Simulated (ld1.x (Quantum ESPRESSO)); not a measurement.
**Before and after: TM potential for mercury (Hg)**

```json
{"Element": "mercury", "Generator": "ld1.x (Quantum ESPRESSO) 7.5", "Type": "norm-conserving Troullier–Martins (Kleinman–Bylander form)", "Functional": "PBE", "Relativity": "fully relativistic", "Frozen core": "[Kr] 4d10 4f14 5s2", "Valence charge": "18", "Reference configuration": "5p6 5d10 6s2 6p0", "Partial waves": "5p (bound): rc 1.45 bohr; 5d (bound): rc 2.10 bohr; 6s (bound): rc 2.05 bohr", "Local potential": "the s channel", "Core correction": "a·sin(br)/r model core inside 1.30 bohr"}
```

Open shells are filled in proportion to 2j + 1 (rel_dist='average').

Change: wave 6s (bound): rc 2.05 bohr becomes 6s (bound): rc 2.82 bohr.

Cutoffs: the cutoffs (Ry, on a coarse ladder) from which the occupation-weighted sum of valence levels, in a spherical-Bessel basis at the reference potential, stays within 10 and 1 mRy of its value at 400 Ry; they do not see the model core or the augmentation charge, which bear on the density cutoff. Errors are all-electron minus pseudo energies relative to the spin-unpolarised reference configuration.

Question: What does the change do?

Answer: The potential gets neither clearly harder nor softer (70 Ry and 110 Ry → 70 Ry and 110 Ry); of the 7 tests that both files solve, the error grows in 1 and shrinks in 3 by more than 15 % and 0.3 meV (median size 41.5 → 38.6 meV); neither file shows a bound ghost at the reference potential, the only one tested.

```csv
quantity,base,changed
"cutoff, loose",70 Ry,70 Ry
"cutoff, tight",110 Ry,110 Ry
bound ghosts,none,none
"error for 5p6 5d10 6s1 6p0, meV [ΔE 10.70 eV]",-7.4,-2.9
"error for 5p6 5d10 6s0 6p0, meV [ΔE 29.69 eV]",-41,-39
"error for 5p6 5d9 6s0 6p0, meV [ΔE 65.22 eV]",-75,-168
"error for 5p6 5d10 6s1.5 6p0, meV [ΔE 4.36 eV]",-1.4,-0.1
"error for 5p6 5d10 6s1 6p1, meV [ΔE 5.97 eV]",-651,-627
"error for 5p6 5d9 6s2 6p0, meV [ΔE 15.54 eV]",-40,+6.9
"error for 5p6 5d9 6s2 6p1, meV [ΔE 10.30 eV]",-858,-802
```

Base: These tests converged, but a pseudo level misses the all-electron one widely, so the file describes the atom poorly there or has found another state: 5p6 5d10 6s0 6p0: empty 6p by 2.1 eV; 5p6 5d9 6s0 6p0: empty 6p by 3.1 eV. Changed file: These tests converged, but a pseudo level misses the all-electron one widely, so the file describes the atom poorly there or has found another state: 5p6 5d10 6s0 6p0: empty 6p by 2.2 eV; 5p6 5d9 6s0 6p0: empty 6p by 3.2 eV.
